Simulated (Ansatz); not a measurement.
Frontier orbitals of `[SiH3]/C=C\S`.

The species carries charge 0 and has multiplicity 1. All single points use the PBE0-D4/def2-TZVP geometry. It is one conformer, not always the lowest. Basis def2-TZVPP, Ansatz 0.2.0.

Orbital energies of one run (eV). Highest occupied ones, from the top: -5.99, -8.27, -8.31, -8.72, -9.16, -9.31, -11.15, -12.28, -13.28, -15.46, -19.02, -21.87, -97.51, -97.53. Empty: -1.47, -0.67, 0.34, 0.54, 0.85, 1.20.

Problem. Which functional gave them?
A. B97M-V
B. r2SCAN0
C. BHLYP
D. CAM-B3LYP

Solution. A. HOMO energies: B97M-V -5.99, r2SCAN0 -6.91, CAM-B3LYP -8.00, BHLYP -7.67 eV.
